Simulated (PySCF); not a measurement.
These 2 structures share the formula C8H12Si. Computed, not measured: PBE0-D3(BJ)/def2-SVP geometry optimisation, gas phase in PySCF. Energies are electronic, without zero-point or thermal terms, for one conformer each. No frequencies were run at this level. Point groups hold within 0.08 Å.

Task: Rank from lowest to highest electronic energy at this level (kcal/mol).
A. `[CH2:1]=[CH:2][Si:3]([CH:4]=[CH2:5])([CH:6]=[CH2:7])[CH:8]=[CH2:9]` with C1–C2–Si3–C4 134°, C2–Si3–C4–C5 -142°, C2–Si3–C6–C7 -132°, C2–Si3–C8–C9 -130° (tetravinylsilane)
B. `[SiH3:1][CH2:2][C:3]1=[CH:4][CH:5]=[CH:6][C:7]12[CH2:8][CH2:9]2` with Si1–C2–C3–C4 79°

Result: B (0.0), A (23.3).

As drawn, the lower has a three-membered ring and a quaternary carbon, which the higher lacks.

| SMILES | E (Eh) | E rel (kcal/mol) | dipole (D) | point group | A, B, C (MHz) |
| --- | --- | --- | --- | --- | --- |
| [SiH3]CC1=CC=CC12CC2 | -600.71441 | 0.0 | 1.25 | C1 | 2117, 1082, 831.4 |
| C=C[Si](C=C)(C=C)C=C | -600.67721 | 23.3 | 0.23 | C1 | 1361, 1041, 1033 |
